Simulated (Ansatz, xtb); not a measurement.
# Two conformers of Cl3H2NOSi

Structure a is `NO[Si](Cl)(Cl)Cl`, a singlet and structure b is `NO[Si](Cl)(Cl)Cl`, a singlet. Both are isolated molecules in the gas phase, relaxed with r2SCAN-D4/def2-SVP.

a (Å):

```xyz
8

Cl   -0.6278    2.6794   -1.9790
Cl    1.1096    1.0070    0.3350
Cl   -1.6369    2.6813    1.2074
N    -1.8275   -0.5739    0.4869
O    -1.6899    0.2667   -0.6914
Si   -0.7584    1.5745   -0.2690
H    -1.5005   -1.4867    0.1571
H    -2.8426   -0.6692    0.5836
```

b (Å):

```
atom    x (Å)    y (Å)    z (Å)
  Cl  -0.0253   2.5205  -0.4611
  Cl  -1.4157   0.0297  -2.1477
  Cl  -3.3695   2.4345  -0.8327
   N  -0.8094  -0.3999   1.2445
   O  -1.8723   0.4762   0.8252
  Si  -1.6895   1.3256  -0.5802
   H   0.0312   0.1884   1.2953
   H  -0.6572  -1.0461   0.4606
```

Energies in hartree; the thermal terms are from r2SCAN-D4/def2-SVP harmonic frequencies (ideal gas, rigid rotor, one conformer each, 1000 K, 1 atm) and include the zero-point energy:

```
                               a            b
E, CCSD(T)/def2-SVP  −1798.324781  −1798.317058
    E, MP2/def2-SVP  −1798.253205  −1798.245285
  E, MP2/def2-TZVPP  −1799.288783  −1799.282075
  zero-point energy      0.036933      0.036877
      H(1000 K) − E      0.084035      0.083849
      G(1000 K) − E     −0.124445     −0.124223
```

Task: Correct the CCSD(T) difference for the basis set by the MP2 change, then work out ΔE, ΔE₀, ΔH and ΔG for a → b in kcal/mol (1 Eh = 627.51 kcal/mol) and the equilibrium ratio [b]/[a].

Result: 1. Differences b − a: CCSD(T) +0.007723, MP2 in the small set +0.007920, MP2 in the large set +0.006708 Eh.
2. ΔE = +0.007723 + (+0.006708 − (+0.007920)) = +0.006511 Eh = +4.09 kcal/mol.
3. ΔE₀ = ΔE + ΔZPE = +0.006511 + (−0.000056) Eh = +4.05 kcal/mol.
4. ΔH = ΔE + (−0.000186) Eh = +3.97 kcal/mol.
5. ΔG = ΔE + (+0.000222) Eh = +4.23 kcal/mol, so ΔS = (ΔH − ΔG)/T = −1.1 J/(mol K).
6. kT = 3.1668 mEh, so K = [b]/[a] = exp(−ΔG/kT) = exp(−2.13) ≈ 0.12.

Structure a is favoured at this temperature. An error of 1 kcal/mol in ΔG would change K by a factor of 1.7. Mirror images and further conformers aren't counted.

Other levels gave ΔE = +4.1 (r2SCAN-D4/def2-SVP); +5.1 (HF/def2-SVP); +5.0 (MP2/def2-SVP); +4.8 (CCSD(T)/def2-SVP) kcal/mol. The correlated steps freeze 22 core orbitals. Programs: Ansatz 0.2.0.
